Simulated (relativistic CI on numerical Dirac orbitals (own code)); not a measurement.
Hyperfine structure of Co18+, mass number 60

Calculated at this level of theory: Dirac-Coulomb-Breit CI, separate exchange-only KLI orbitals for each configuration, a model potential for QED, unscaled Slater integrals (own radial code, finite nucleus).

CI space (outside the closed core 1s2): 2s²2p⁵, 2s2p⁶, 2p⁶3s, 2p⁶3p, 2s²2p⁴3s, 2p⁶3d, 2s²2p⁴3p, 2s²2p⁴3d, 2s2p⁵3s, 2s2p⁵3p, 2s2p⁵3d, 2s²2p⁴4s, 2s²2p⁴4p, 2s²2p⁴4d, 2s²2p⁴4f, 2s2p⁵4s. Levels of other configurations are missing.

Nuclear spin I = 5, μ = 3.799 μN, Q = 0.46 b (tables of Stone and Pyykkö). The electronic factors are computed for point nuclear moments, without core polarisation or the Bohr-Weisskopf and QED corrections.

| Level | E (eV) | A (GHz) | B (GHz) |
| --- | --- | --- | --- |
| 2s²2p⁵ ²P°3/2 | 0.000 | 22.65 | -24.7 |
| 2s²2p⁵ ²P°1/2 | 15.104 | 117.1 |  |
| 2s2p⁶ ²S1/2 | 141.869 | 387.6 |  |
| 2s²2p⁴3s ⁴P5/2 | 848.746 | 36.96 | 19 |
| 2s²2p⁴3s ²P3/2 | 852.447 | 6.352 | 4.66 |
| 2s²2p⁴3s ⁴P1/2 | 859.742 | 65.36 |  |
| 2s²2p⁴3s ⁴P3/2 | 862.953 | 30.41 | -7.42 |
| 2s²2p⁴3s ²P1/2 | 866.221 | -4.515 |  |

Levels with J = 0, under 50 % of one LS term, or S terms without an open s electron are left out. Small factors come from cancelling terms and can be off by tens of per cent or more.

At this charge energies of transitions that change n are usually good to better than 1 %, and those within a shell (Δn = 0) to a few per cent.

**Question.** Give the hyperfine levels of 2s²2p⁵ ²P°1/2 relative to its centre of gravity.

**Answer.** With K = F(F + 1) − I(I + 1) − J(J + 1), E = AK/2: F = 9/2: -351.2, F = 11/2: 292.6 GHz.

LS names give the leading component of a level, which can be under half, so a name can repeat, a term be missing and a line seem to break the LS rules.
